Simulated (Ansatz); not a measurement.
```xyz
8

N     0.473    0.979    1.355
Sc    0.531    0.093   -0.418
N    -0.986   -1.069   -0.951
F     1.977    0.345   -1.557
H     1.174    1.593    1.750
H    -0.271    0.899    2.038
H    -1.812   -1.262   -0.397
H    -1.086   -1.578   -1.820
```

Charge 0, multiplicity 1.

(1) List the PBE/def2-TZVPP orbital energies in eV (Ansatz 0.2.0). (Estimate.)

Answers

(1) Ansatz gave: Occupied: -4369.43, -658.31, -468.02, -386.25, -386.21, -386.17, -379.41, -379.41, -52.80, -32.49, -32.20, -32.01, -26.67, -19.88, -19.77, -11.26, -11.11, -9.09, -8.78, -8.73, -8.40, -7.93, -5.88, -5.74. Lowest empty: -2.33, -1.07, -0.91, -0.53, -0.37, -0.05, 0.58, 0.61.
